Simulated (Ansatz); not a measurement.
`CN(C)B[SiH3]` + `OCO` → `OCOB[SiH3]` + dimethylamine  (ligand exchange at a B–N bond)

Gas-phase electronic energies from Ansatz, PBE0-D4/def2-TZVP geometries. CCSD(T)/CBS is the MP2 limit (def2-TZVPP, def2-QZVPP) plus CCSD(T) − MP2 in def2-TZVPP, frozen cores. This one scheme is used for every species. Each species was taken in one conformer, which may not be the lowest.

`CN(C)B[SiH3]`:

```xyz
15

C     1.397    1.143   -1.012
N     0.403    0.432   -0.234
C    -0.125    1.238    0.845
B     0.026   -0.871   -0.520
Si   -1.337   -1.976    0.472
H     2.238    1.447   -0.379
H     0.967    2.050   -1.452
H     1.768    0.504   -1.810
H    -0.868    0.679    1.410
H     0.678    1.545    1.524
H    -0.592    2.148    0.452
H     0.569   -1.392   -1.457
H    -2.007   -1.320    1.635
H    -2.418   -2.406   -0.463
H    -0.698   -3.222    0.988
```

`OCO`:

```xyz
7

O     0.166    0.088   -1.204
C     0.351    0.113    0.180
O    -0.784   -0.287    0.888
H    -0.024   -0.820   -1.461
H     0.638    1.143    0.413
H     1.145   -0.570    0.500
H    -1.493    0.332    0.685
```

`OCOB[SiH3]`:

```xyz
12

O     1.124    0.063   -1.418
C    -0.073    0.758   -1.386
O    -1.143   -0.046   -0.912
B    -1.130   -0.559    0.337
Si    0.347   -0.290    1.710
H     1.072   -0.619   -2.095
H     0.079    1.608   -0.718
H    -0.381    1.105   -2.376
H    -2.078   -1.250    0.596
H     1.172    0.934    1.514
H     1.254   -1.473    1.670
H    -0.243   -0.230    3.078
```

`CNC`:

Cartesian coordinates in Å:
```
C -0.015 1.146 -0.383
N -0.617 0.055 0.347
C 0.087 -1.194 0.168
H -0.548 2.075 -0.171
H -0.099 0.956 -1.457
H 1.055 1.301 -0.158
H -0.664 0.284 1.331
H 0.010 -1.509 -0.877
H -0.370 -1.972 0.782
H 1.162 -1.142 0.417
```

| species | HF/def2-QZVPP energy (Eh) |
| --- | --- |
| `CN(C)B[SiH3]` | -449.72124 |
| `OCO` | -190.00757 |
| `OCOB[SiH3]` | -505.42056 |
| `CNC` | -134.30400 |

Work out ΔE.

ΔE = (-505.42056) + (-134.30400) − (-449.72124) − (-190.00757) = 0.00425 Eh = +11.2 kJ/mol. CCSD(T)/CBS gives +31.2 kJ/mol.

Largest T1 diagnostic among the species: 0.014.

In def2-TZVPP, CCSD(T) changes the Hartree–Fock value by +18.8 kJ/mol (the triples alone add +2.6 kJ/mol) and MP2 by +22.2 kJ/mol.
